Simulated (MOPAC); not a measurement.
Input for MOPAC: PM3 on BeSi, 2S+1 = 3, a spin state set in the input, which need not be the lowest, a point of a bond scan (R = 1.973 Å).

```
PM3 1SCF PRECISE CHARGE=0 UHF MS=1 THREADS=1
BeSi

Be     0.00000000 1     0.00000000 1     0.00000000 1
Si     0.00000000 1     0.00000000 1     1.97262000 1
```

It printed:

```
*******************************************************************************
 **                                                                           **
 **                              MOPAC v23.2.5                                **
 **                                                                           **
 *******************************************************************************
 ** MOPAC's Digital Object Identifier: https://doi.org/10.5281/zenodo.6511958 **
 **                                                                           **
 ** Please cite the open-source release paper for use of this MOPAC version:  **
 ** J. E. Moussa and J. J. P. Stewart (2026)                                  **
 ** MOPAC: An open-source semiempirical molecular orbital program             **
 ** J. Open Source Softw., 11(119), 8025, https://doi.org/10.21105/joss.08025 **
 *******************************************************************************

                              PM3 CALCULATION RESULTS

 *******************************************************************************
 *  PM3        - The PM3 Hamiltonian to be used
 *  UHF        - UNRESTRICTED HARTREE-FOCK CALCULATION
 *
 *
 *
 *                 CHARGE ON SYSTEM = 0
 *
 *
 *
 *  MS=        - IN MECI, MAGNETIC COMPONENT OF SPIN =  1.0
 *  PRECISE    - TIGHTER CRITERIA TO BE USED
 *  1SCF       - DO 1 SCF AND THEN STOP
 *  THREADS=1  - MULTI-THREADING NOT USED
 *  T=         - A TIME OF 172800.0 SECONDS REQUESTED
 *  DUMP=N     - RESTART FILE WRITTEN EVERY 7200.0 SECONDS REQUESTED
 *******************************************************************************
PM3 1SCF PRECISE CHARGE=0 UHF MS=1 THREADS=1
 BeSi

   ATOM   CHEMICAL          X               Y               Z
  NUMBER   SYMBOL      (ANGSTROMS)     (ANGSTROMS)     (ANGSTROMS)

     1      Be          0.00000000  *   0.00000000  *   0.00000000  *
     2      Si          0.00000000  *   0.00000000  *   1.97262000  *



          CARTESIAN COORDINATES

    NO.       ATOM           X           Y           Z

     1        Be          0.0000      0.0000      0.0000
     2        Si          0.0000      0.0000      1.9726

 Be: (PM3): J. J. P. STEWART, J. COMP. CHEM. 10, 209 (1989).
 Si: (PM3): J. J. P. STEWART, J. COMP. CHEM. 10, 209 (1989).

           Empirical Formula: Be Si  =     2 atoms



      MOLECULAR POINT GROUP   :   C*v


          UHF CALCULATION, NO. OF ALPHA ELECTRONS =    4
                           NO. OF BETA  ELECTRONS =    2

 -------------------------------------------------------------------------------
 PM3 1SCF PRECISE CHARGE=0 UHF MS=1 THREADS=1
 BeSi



     1SCF WAS SPECIFIED, SO BFGS WAS NOT USED
     SCF FIELD WAS ACHIEVED


                              PM3 CALCULATION
                                                       MOPAC v23.2.5 Linux




          FINAL HEAT OF FORMATION =        129.81853 KCAL/MOL =     543.16073 KJ/MOL


          COSMO AREA              =         96.95 SQUARE ANGSTROMS
          COSMO VOLUME            =         85.66 CUBIC ANGSTROMS

          IONIZATION POTENTIAL    =          7.697663 EV
          ALPHA SOMO LUMO (EV)    =         -7.698 -1.422
          BETA  SOMO LUMO (EV)    =         -8.022 -1.257
          NO. OF ALPHA ELECTRONS  =          4
          NO. OF BETA  ELECTRONS  =          2
          MOLECULAR WEIGHT        =         37.0977         POINT GROUP:  C*v

          MOLECULAR DIMENSIONS (Angstroms)

            Atom       Atom       Distance
           Si     2   Be     1     1.97262
           Si     2   Be     1     0.00000
           Be     1   Si     2     0.00000


          SCF CALCULATIONS        =          1





   ATOM   CHEMICAL          X               Y               Z
  NUMBER   SYMBOL      (ANGSTROMS)     (ANGSTROMS)     (ANGSTROMS)

     1      Be          0.00000000  *   0.00000000  *   0.00000000  *
     2      Si          0.00000000  *   0.00000000  *   1.97262000  *

                             CARTESIAN COORDINATES

   1   Be        0.000000000     0.000000000     0.000000000
   2   Si        0.000000000     0.000000000     1.972620000


           Empirical Formula: Be Si  =     2 atoms



      MOLECULAR POINT GROUP   :   C*v


          ALPHA EIGENVALUES
 -13.37926  -9.40589  -7.69766  -7.69766  -1.42211   0.78127   0.78127   1.02378


           BETA EIGENVALUES
 -12.76075  -8.02150  -1.25653  -0.41488  -0.41488   1.07974   1.07974   1.26406


              NET ATOMIC CHARGES AND DIPOLE CONTRIBUTIONS

  ATOM NO.   TYPE          CHARGE      No. of ELECS.   s-Pop       p-Pop
    1         Be           0.403140        1.5969     1.41888     0.17798
    2         Si          -0.403140        4.4031     1.86851     2.53463
 DIPOLE           X         Y         Z       TOTAL
 POINT-CHG.     0.000     0.000    -3.820     3.820
 HYBRID        -0.000    -0.000    -1.010     1.010
 SUM           -0.000    -0.000    -4.830     4.830


          ATOMIC ORBITAL ELECTRON POPULATIONS

     Atom    s        px        py        pz
    1 Be   1.41888   0.04338   0.04338   0.09122
    2 Si   1.86851   0.95662   0.95662   0.62138


                    (SZ)    =    1.000000
                    (S**2)  =    2.394684


          ATOMIC ORBITAL SPIN POPULATIONS

    Atom   Total    s     px     py     pz
         Atomic
    1 Be -0.3644 -0.433  0.043  0.043 -0.018
    2 Si  2.3644  0.003  0.957  0.957  0.448

 **********************
 *                    *
 * JOB ENDED NORMALLY *
 *                    *
 **********************




 == MOPAC DONE ==
```

The run finished. Its determinant has ⟨S²⟩ = 2.39, a mixture of spin states.

Cost: about 0.03 core-seconds (a rough figure).
